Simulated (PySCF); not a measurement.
C7H7FO.
Atom-mapped SMILES: `[F:1][CH2:2][C:3]1=[CH:4][C@@H:5]2[CH:6]=[CH:7][C@H:8]1[O:9]2` (hydrogens: H10, H11 on C2; H12 on C4; H13 on C5; H14 on C6; H15 on C7; H16 on C8)

The same species was optimised twice, with GFN2-xTB and with PBE0-D3(BJ)/def2-SVP (PySCF), and the same property calculations (PySCF, gas phase) were run on both structures.

| coordinate | GFN2-xTB | PBE0-D3(BJ)/def2-SVP | change |
| --- | --- | --- | --- |
| C5–C6 (Å) | 1.533 | 1.544 | +0.011 |
| C7–C8 (Å) | 1.532 | 1.543 | +0.011 |
| C6=C7 (Å) | 1.323 | 1.333 | +0.010 |
| C4–C5 (Å) | 1.532 | 1.542 | +0.010 |
| C3=C4 (Å) | 1.326 | 1.333 | +0.007 |
| C3–C8 (Å) | 1.542 | 1.548 | +0.006 |
| F1–C2 (Å) | 1.372 | 1.367 | -0.005 |
| C2–C3 (Å) | 1.482 | 1.478 | -0.004 |
| C8–O9 (Å) | 1.417 | 1.415 | -0.002 |
| C5–O9 (Å) | 1.423 | 1.421 | -0.002 |
| C4–C5–C6 (°) | 105.0 | 107.0 | +2.0 |
| C3–C8–C7 (°) | 104.8 | 106.8 | +2.0 |
| C2–C3–C4 (°) | 132.6 | 130.6 | -2.0 |
| C2–C3–C8 (°) | 122.9 | 124.8 | +1.9 |
| C6–C7–C8 (°) | 104.7 | 104.2 | -0.5 |
| C3–C4–C5 (°) | 104.7 | 104.2 | -0.5 |
| C6–C5–O9 (°) | 100.7 | 100.3 | -0.4 |
| C3–C8–O9 (°) | 100.5 | 100.2 | -0.3 |
| F1–C2–C3–C4 (°) | 6 | -1 | -7 |

Rotational constants: A = 3748, B = 1218, C = 1168 MHz (GFN2-xTB) against A = 3740, B = 1209, C = 1154 MHz (PBE0-D3(BJ)/def2-SVP). Point groups within 0.08 Å: C1 and C1.

On the GFN2-xTB structure: lowest singlet, TDDFT (eV) 4.48 [B3LYP/def2-SVPD]; lowest triplet, Tamm–Dancoff (eV) 3.14 [B3LYP/def2-SVPD]; isotropic polarisability (au) 76.5 [B3LYP/def2-SVPD]; HOMO (eV) -6.36 [B3LYP/def2-SVPD]; LUMO (eV) -1.11 [B3LYP/def2-SVPD]; dipole (D) 1.54 [B3LYP/def2-SVPD]; HOMO (eV) -6.52 [PBE0/pcSseg-1]; LUMO (eV) -0.79 [PBE0/pcSseg-1]; dipole (D) 1.53 [PBE0/pcSseg-1]; GIAO shielding of F1 (ppm) 426.1 [PBE0/pcSseg-1]; GIAO shielding of C2 (ppm) 100.7 [PBE0/pcSseg-1]; GIAO shielding of C3 (ppm) 17.3 [PBE0/pcSseg-1]; GIAO shielding of C4 (ppm) 40.8 [PBE0/pcSseg-1]; GIAO shielding of C5 (ppm) 100.5 [PBE0/pcSseg-1]; GIAO shielding of C6 (ppm) 28.9 [PBE0/pcSseg-1]; GIAO shielding of C7 (ppm) 34.0 [PBE0/pcSseg-1]; GIAO shielding of C8 (ppm) 102.3 [PBE0/pcSseg-1].

Task: What do these properties become on the PBE0-D3(BJ)/def2-SVP structure?

Result: 
```json
{"property": "lowest singlet, TDDFT (eV)", "level": "B3LYP/def2-SVPD", "on GFN2-xTB": "4.48", "on PBE0-D3(BJ)/def2-SVP": "4.53", "change": "+0.05"}
{"property": "lowest triplet, Tamm–Dancoff (eV)", "level": "B3LYP/def2-SVPD", "on GFN2-xTB": "3.14", "on PBE0-D3(BJ)/def2-SVP": "3.18", "change": "+0.04"}
{"property": "isotropic polarisability (au)", "level": "B3LYP/def2-SVPD", "on GFN2-xTB": "76.5", "on PBE0-D3(BJ)/def2-SVP": "77.8", "change": "+1.3"}
{"property": "HOMO (eV)", "level": "B3LYP/def2-SVPD", "on GFN2-xTB": "-6.36", "on PBE0-D3(BJ)/def2-SVP": "-6.39", "change": "-0.03"}
{"property": "LUMO (eV)", "level": "B3LYP/def2-SVPD", "on GFN2-xTB": "-1.11", "on PBE0-D3(BJ)/def2-SVP": "-1.10", "change": "+0.01"}
{"property": "dipole (D)", "level": "B3LYP/def2-SVPD", "on GFN2-xTB": "1.54", "on PBE0-D3(BJ)/def2-SVP": "1.72", "change": "+0.18"}
{"property": "energy, GFN2-xTB geometry as zero (kcal/mol)", "level": "B3LYP/def2-SVPD", "on GFN2-xTB": "0.0", "on PBE0-D3(BJ)/def2-SVP": "-1.5", "change": "-1.5"}
{"property": "HOMO (eV)", "level": "PBE0/pcSseg-1", "on GFN2-xTB": "-6.52", "on PBE0-D3(BJ)/def2-SVP": "-6.55", "change": "-0.03"}
{"property": "LUMO (eV)", "level": "PBE0/pcSseg-1", "on GFN2-xTB": "-0.79", "on PBE0-D3(BJ)/def2-SVP": "-0.79", "change": "0.00"}
{"property": "dipole (D)", "level": "PBE0/pcSseg-1", "on GFN2-xTB": "1.53", "on PBE0-D3(BJ)/def2-SVP": "1.73", "change": "+0.20"}
{"property": "energy, GFN2-xTB geometry as zero (kcal/mol)", "level": "PBE0/pcSseg-1", "on GFN2-xTB": "0.0", "on PBE0-D3(BJ)/def2-SVP": "-0.9", "change": "-0.9"}
{"property": "GIAO shielding of F1 (ppm)", "level": "PBE0/pcSseg-1", "on GFN2-xTB": "426.1", "on PBE0-D3(BJ)/def2-SVP": "426.1", "change": "0.0"}
{"property": "GIAO shielding of C2 (ppm)", "level": "PBE0/pcSseg-1", "on GFN2-xTB": "100.7", "on PBE0-D3(BJ)/def2-SVP": "100.9", "change": "+0.2"}
{"property": "GIAO shielding of C3 (ppm)", "level": "PBE0/pcSseg-1", "on GFN2-xTB": "17.3", "on PBE0-D3(BJ)/def2-SVP": "15.7", "change": "-1.6"}
{"property": "GIAO shielding of C4 (ppm)", "level": "PBE0/pcSseg-1", "on GFN2-xTB": "40.8", "on PBE0-D3(BJ)/def2-SVP": "39.1", "change": "-1.7"}
{"property": "GIAO shielding of C5 (ppm)", "level": "PBE0/pcSseg-1", "on GFN2-xTB": "100.5", "on PBE0-D3(BJ)/def2-SVP": "99.0", "change": "-1.5"}
{"property": "GIAO shielding of C6 (ppm)", "level": "PBE0/pcSseg-1", "on GFN2-xTB": "28.9", "on PBE0-D3(BJ)/def2-SVP": "26.0", "change": "-2.9"}
{"property": "GIAO shielding of C7 (ppm)", "level": "PBE0/pcSseg-1", "on GFN2-xTB": "34.0", "on PBE0-D3(BJ)/def2-SVP": "31.0", "change": "-3.0"}
{"property": "GIAO shielding of C8 (ppm)", "level": "PBE0/pcSseg-1", "on GFN2-xTB": "102.3", "on PBE0-D3(BJ)/def2-SVP": "100.8", "change": "-1.5"}
```

The heavy atoms differ by 0.037 Å rms after alignment. Among bonds between heavy atoms C4–C5, C5–C6, C6=C7 and C7–C8 change most and about equally (+0.010 to +0.011 Å). Changes are differences of the printed values. Neither structure is proved a minimum here.

Conformer computed: `[F:1][CH2:2][C:3]1=[CH:4][C@@H:5]2[CH:6]=[CH:7][C@H:8]1[O:9]2`: F1–C2–C3–C4 -1°.
